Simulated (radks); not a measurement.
Effect of the nuclear size on the silicon ion Si2+, [Ne] 3s2. Method: Dirac Kohn-Sham, PBE, spin-unpolarised, spherical densities, finite nucleus; Fermi nuclear charge, rms radius 3.1224 fm; computed with a radial shooting solver on a logarithmic mesh with Libxc functionals. The rms radius is varied about that value; shifts are against it.

rms radius (fm),total energy shift (eV),density at nucleus (e/bohr^3),1s1/2 shift (meV)
2.5947,-0.00164,1917,-0.682
2.9319,-0.000627,1914,-0.260
3.1224,0,1912,0.000
3.291,0.000587,1911,0.244
3.6189,0.00182,1909,0.755

Slopes of the eigenvalues against <r^2> in GHz/fm^2, as finite differences over the two radii next to the reference (eigenvalue slopes, not the field-shift constants of lines): 1s1/2 54.6.
